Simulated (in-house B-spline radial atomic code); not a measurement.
A fraction x of an electron is removed from 2p in the fluorine ion F⁴⁺, starting from [He] 2s2 2p1 and keeping the highest spin. All numbers are computed (non-relativistic PW91, spin-polarised, spherical fractional occupations; point nucleus) with an all-electron radial atomic-structure program (B-spline basis), not measured.

```json
{"x": "0", "E(x) - E(0) (eV)": "0.0000", "2p up level (eV)": "-101.073"}
{"x": "0.04", "E(x) - E(0) (eV)": "4.0644", "2p up level (eV)": "-102.145"}
{"x": "0.18", "E(x) - E(0) (eV)": "18.6280", "2p up level (eV)": "-105.913"}
{"x": "0.28", "E(x) - E(0) (eV)": "29.3546", "2p up level (eV)": "-108.621"}
{"x": "0.49", "E(x) - E(0) (eV)": "52.7655", "2p up level (eV)": "-114.348"}
{"x": "0.5", "E(x) - E(0) (eV)": "53.9103", "2p up level (eV)": "-114.622"}
{"x": "0.56", "E(x) - E(0) (eV)": "60.8370", "2p up level (eV)": "-116.267"}
{"x": "0.67", "E(x) - E(0) (eV)": "73.7926", "2p up level (eV)": "-119.291"}
{"x": "0.82", "E(x) - E(0) (eV)": "91.9964", "2p up level (eV)": "-123.427"}
{"x": "0.96", "E(x) - E(0) (eV)": "109.5469", "2p up level (eV)": "-127.296"}
{"x": "1", "E(x) - E(0) (eV)": "114.6609", "2p up level (eV)": "-"}
```

The exact functional would give a straight line between the two integer points. Deviations E(x) - E(0) - x[E(1) - E(0)], in eV: -0.522 at x = 0.04, -2.011 at x = 0.18, -2.75 at x = 0.28, -3.418 at x = 0.49, -3.42 at x = 0.5, -3.373 at x = 0.56, -3.03 at x = 0.67, -2.026 at x = 0.82, -0.528 at x = 0.96.

The curve lies below the straight line by up to 3.42 eV (at x = 0.5): convex, the delocalisation error that favours fractional charges.

Problem. How well does Slater's transition state (minus the level at half occupation) give the ionisation energy?

Solution. It gives 114.622 eV against 114.661 eV from the two total energies; NIST lists 114.25 eV, ground level to ground level.
